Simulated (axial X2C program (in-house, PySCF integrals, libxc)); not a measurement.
# Nuclear properties of HfP

Calculated with an axial X2C code built on PySCF integrals: two-component X2C with atomic mean-field Coulomb and Gaunt terms, Gaussian nuclei, basis Hf dyall-cv3z, P dyall-v3z with contracted cores.

R = 2.187 Å (near the PBE0 minimum at charge 0 of the determinant lowest at the starting distance; the state shown can have its own minimum elsewhere).

Determinant lowest in the PBE0 search, Ω = 1/2 (⟨Sz⟩ = 0.49, ⟨Lz⟩ = 0.01 at PBE0), spin on the atoms Hf 0.44, P 0.05:

```
level  Eeff magnitude (GV/cm)  Ws magnitude Hf (kHz)  A∥/gI Hf (MHz)  qzz Hf (a.u.)  A∥/gI P (MHz)  qzz P (a.u.)  μ (D)
 PBE0                    16.9                     28            4040          -5.04            110         -0.42  -5.22
   HF                    59.6                    115            1380          -5.00            364          0.36  -3.60
B3LYP                    15.2                   24.9            3670          -5.34            123         -0.31  -4.84
  LDA                      17                   28.8            3980          -5.89            120         -0.35  -4.54
PBE50                    18.9                   31.4            4250          -4.38            116         -0.52  -5.81
```

Determinant 0.75 eV from it at PBE0 and this distance, Ω = 3/2 (⟨Sz⟩ = 0.50, ⟨Lz⟩ = 1.00 at PBE0), spin on the atoms Hf 0.12, P 0.38:

```tsv
level	Eeff magnitude (GV/cm)	Ws magnitude Hf (kHz)	A∥/gI Hf (MHz)	qzz Hf (a.u.)	A∥/gI P (MHz)	qzz P (a.u.)	μ (D)
PBE0	1.81	1.51	49.1	-6.76	97.1	-1.82	-3.54
HF	67.3	43.1	51.3	-6.53	92.6	-2.03	-4.08
B3LYP	0.756	0.885	63.1	-6.94	107	-1.84	-3.41
LDA	0.802	0.925	81.6	-6.89	111	-1.84	-3.02
PBE50	2.84	2.13	35.2	-6.71	94.9	-1.85	-3.94
```

Eeff is the effective electric field on the electron electric dipole moment in this Ω state and Ws the scalar–pseudoscalar constant of the nucleus named (defined with the proton number Z and per Ω); A∥ (defined per Ω) follows by multiplying with gI = μI/(I μN); qzz is the electric field gradient, eQq0 = 234.96 MHz × Q/barn × qzz; μ is positive if the P end (last atom) is positive. The operators were transformed with the bare-nucleus X2C matrices; with these basis sets, hyperfine constants and field gradients can be off by tens of per cent, and where levels differ in sign neither size nor sign is settled.

Task: With Q(177Hf) = 3.365 barn (Q from Pyykkö, Mol. Phys. 2018), turn the PBE0 values of the first state into constants in MHz.

Result: eQq0(177Hf) = 234.96 × (3.365) × (-5.04) = -3980 MHz.

Each state is one determinant with collinear spin. Unrestricted Hartree–Fock can overshoot spin polarisation at the nuclei. In the state Ω = 1/2 the sign of Eeff differs between levels (HF against PBE0). Where Eeff spreads by more than a factor of two the levels disagree and none is to be relied on. The search compared states at one distance, so a state with another bond length can lie lower. The sign of Ws at Hf differs between levels in the first state. Further determinants of the search, some of them spin-mixed, are not shown. Where a field gradient or hyperfine factor spreads by more than a factor of two over the levels, a constant derived from it is not to be relied on. PBE0 term energies can be off by some tenths of an eV.
